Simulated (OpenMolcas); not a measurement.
W2+: moving or changing the point charges

W2+ among 6 point charges of -1.7 e arranged as a tetragonal octahedron (D4h), 2.15 Å from the ion, with the axial distance 2.128 Å. The active orbitals were held to one l.
```
   2.1500    0.0000    0.0000  -1.70
   0.0000    2.1500    0.0000  -1.70
  -2.1500    0.0000    0.0000  -1.70
   0.0000   -2.1500    0.0000  -1.70
   0.0000    0.0000    2.1285  -1.70
   0.0000    0.0000   -2.1285  -1.70
```

```
Program             : OpenMolcas 26.06
Method              : CASSCF
Basis               : ANO-RCC-VDZP [7s6p4d2f1g]
Scalar Hamiltonian  : DKH2, point nucleus
Active space        : 4 electrons in 5 orbitals (5d)
State averaging     : 2S+1 = 5 even, 5 roots; 2S+1 = 3 even, 45 roots; 2S+1 = 1 even, 50 roots
Spin-orbit coupling : RASSI with atomic mean-field integrals over the reference wave functions
```

Runs around this geometry, states (labels of D4, the rotations of D4h). Energies in cm-1 above the lowest state or level, χT in cm3 K/mol.

| R (Å) | Ground state | First state of that spin | First gap with spin-orbit (degeneracies) | χT at 300 K | First state of another spin |
| --- | --- | --- | --- | --- | --- |
| 2.04 | 3A2 | 3E 367.9 | 1938 (1, 2) | 0.377 | 5A1 3599 |
| 2.15 | 5A1 | 5B1 803.9 | 2010 (1, 2) | 0.343 | 3A2 219.1 |
| 2.34 | 5A1 | 5B1 649.9 | 1750 (1, 2) | 0.341 | 3A2 4892 |

The ground state changes within this set.

Without dynamic correlation the repulsion within the d shell is too large (B by tens of per cent), so at a given field states of lower spin stand too high. Spin-orbit coupling mixes the spin-free states strongly: the lowest level takes only 46 % from its leading state, 3E, which lies 368 cm-1 above the lowest spin-free state (figures for R = 2.04; the like holds for R = 2.15, R = 2.34). This shell can be high or low spin here, a state of another spin lies low, and with metal d orbitals alone active their balance is uncertain, so the ground spin may be wrong, although the usual error favours high spin (holds for R = 2.04). This shell can be high or low spin here, a state of another spin lies low, and with metal d orbitals alone active their balance is uncertain, so the ground spin may be wrong (holds for R = 2.15; R = 2.34). Point charges give a weaker field than real ligands, and real ions of this kind are as a rule low spin; the high spin found here belongs to the model (holds for R = 2.15; R = 2.34). This is an electrostatic model: the charges have no orbitals. No measured value stands beside these numbers.
